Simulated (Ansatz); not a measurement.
`CC/C=C/N` and `N/C=[CH]/[AlH][F]` differ in one atom or group.

Ansatz, PBE0-D4/def2-TZVP geometries, multiplicity 1. Each molecule was computed in one conformer, which needn't be the lowest.

| property | `CC/C=C/N` |
| --- | --- |
| HOMO energy (ωB97M-V/def2-TZVPP) / eV | -7.94 |
| HOMO–LUMO gap (PBE0/def2-TZVPP) / eV | 6.82 |
| size of the dipole moment (PBE/def2-TZVPP) / D | 1.47 |
| HOMO–LUMO gap (ωB97M-V/def2-TZVPP) / eV | 10.58 |
| LUMO energy (B3LYP/def2-TZVPP) / eV | 0.78 |
| HOMO–LUMO gap (PBE/def2-TZVPP) / eV | 4.72 |

Q: What does the change do to each property? (Estimate.)

A: Ansatz gave: 
| property | `N/C=[CH]/[AlH][F]` | shift |
| --- | --- | --- |
| HOMO energy (ωB97M-V/def2-TZVPP) / eV | -8.51 | -0.57 |
| HOMO–LUMO gap (PBE0/def2-TZVPP) / eV | 5.71 | -1.11 |
| size of the dipole moment (PBE/def2-TZVPP) / D | 4.17 | 2.70 |
| HOMO–LUMO gap (ωB97M-V/def2-TZVPP) / eV | 9.52 | -1.06 |
| LUMO energy (B3LYP/def2-TZVPP) / eV | -0.89 | -1.67 |
| HOMO–LUMO gap (PBE/def2-TZVPP) / eV | 3.86 | -0.86 |

With PBE0 the HOMO falls by 0.65 eV and the LUMO falls by 1.75 eV, so the gap narrows by about 1.10 eV. PBE moves the HOMO by -0.72 eV and ωB97M-V by -0.57 eV. Dipoles are sizes alone; their direction can turn.

B3LYP here is the variant with VWN-RPA as its local correlation; programs differ in this.
